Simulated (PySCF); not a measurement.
Simulated C 1s region for `[SiH3]CP1C=CCC=C1`, binding energy against the vacuum level.

Every computed line was given a Gaussian of 0.4 eV full width at half maximum and an area set by the number of equivalent atoms; the highest printed point is 100. Computed, not measured: delta-SCF UKS SCAN, pcX-2 on the ionised atom, pcseg-1 elsewhere, spin-free X2C in PySCF.

binding energy (eV), intensity and a bar:
```
    289.3          0 
    289.4          1 
    289.5          4 #
    289.6         14 ####
    289.7         34 ##########
    289.8         64 ###################
    289.9         91 ###########################
    290.0        100 ##############################
    290.1         86 ##########################
    290.2         57 #################
    290.3         29 #########
    290.4         11 ###
    290.5          5 ##
    290.6          8 ##
    290.7         15 ####
    290.8         22 ######
    290.9         23 #######
    291.0         17 #####
    291.1          9 ###
    291.2          3 #
    291.3          1 
    291.4          0
```

**Question.** Count the maxima, the lines and the sites behind this envelope.

**Answer.** The curve has 2 maxima (at 290.0 and 290.9 eV). Under it lie 4 lines from 4 inequivalent carbon sites. At this width some lines have no maximum of their own.

**Question.** Decompose the envelope and assign each component. Numbering: `[SiH3:1][CH2:2][P:3]1[CH:4]=[CH:5][CH2:6][CH:7]=[CH:8]1`.

**Answer.** 
| position (eV) | relative area | line | atoms | environment |
| --- | --- | --- | --- | --- |
| 289.86 | 1 | C 1s | C2 | sp3 carbon bound to silicon |
| 289.95 | 2 | C 1s | C4/C8 | alkene CH carbon |
| 290.10 | 2 | C 1s | C5/C7 | alkene CH carbon |
| 290.86 | 1 | C 1s | C6 | allylic carbon |

The listed C 1s values span 1.00 eV, from C2 (bonded to 2 H, P and Si) to C6 (bonded to 2 C and 2 H). The widest gap between neighbouring values is 0.76 eV, between 290.10 and 290.86 eV. Summing the Pauling electronegativity differences to the bonded atoms, each weighted by its formal bond order, gives -1.71 for the lowest site and -0.70 for the highest; the largest sum, -0.35, belongs to C5/C7, 0.76 eV below the top.

The curve has no shake-up lines and no vibrational structure. One atom of each set of topologically equivalent atoms was ionised and stands for the set; in this conformer not all members are related by symmetry, and their own values weren't computed. One conformer (not necessarily the lowest) at the PBE0-D3(BJ)/def2-SVP geometry, without solvent, vibrations or thermal averaging.

Time: 2.4 min wall; peak memory 0.59 GiB. Hardware: an Arm Neoverse V2 with one thread, no GPU, shared host.

Shape of the structure used: `[SiH3:1][CH2:2][P:3]1[CH:4]=[CH:5][CH2:6][CH:7]=[CH:8]1`: Si1–C2–P3–C4 -48°.
